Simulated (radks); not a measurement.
Q: Tl I, 81 electrons, occupied as [Hg] 6p1. Method: Dirac Kohn-Sham, HCTH/407, spin-unpolarised, spherical densities, point nucleus; open shells fill j = l - 1/2 first; computed with a radial shooting solver on a logarithmic mesh with Libxc functionals. Some entries of the table are withheld. Estimate them.

orbital  occ.  eigenvalue (hartree)  r(max) (bohr)
1s1/2       2                   (1)            (2)
2s1/2       2             -559.1992        0.05835
2p1/2       2                   (3)        0.04279
2p3/2       4                   (4)        0.05039
3s1/2       2             -133.5436         0.1642
3p1/2       2             -123.4666         0.1530
3p3/2       4             -106.5772         0.1684
3d3/2       4             -89.96198         0.1308
3d5/2       6             -86.34902         0.1350
4s1/2       2             -29.83126         0.3692
4p1/2       2             -25.48684         0.3669
4p3/2       4             -21.37191         0.3983
4d3/2       4             -14.28178         0.3899
4d5/2       6             -13.51242         0.3994
5s1/2       2              -4.81690         0.8079
4f5/2       6              -4.33856            (5)
4f7/2       8              -4.16800            (6)
5p1/2       2              -3.35524         0.8490
5p3/2       4              -2.60633         0.9270
5d3/2       4              -0.62025          1.092
5d5/2       6              -0.53812          1.126
6s1/2       2              -0.34009          2.067
6p1/2       1              -0.10859            (7)
6p3/2       0              -0.07407            (8)

A: 
(1) 1s1/2 eigenvalue (hartree): -3140.966
(2) 1s1/2 r(max) (bohr): 0.01003
(3) 2p1/2 eigenvalue (hartree): -536.8574
(4) 2p3/2 eigenvalue (hartree): -460.9447
(5) 4f5/2 r(max) (bohr): 0.3549
(6) 4f7/2 r(max) (bohr): 0.3594
(7) 6p1/2 r(max) (bohr): 2.614
(8) 6p3/2 r(max) (bohr): 3.101
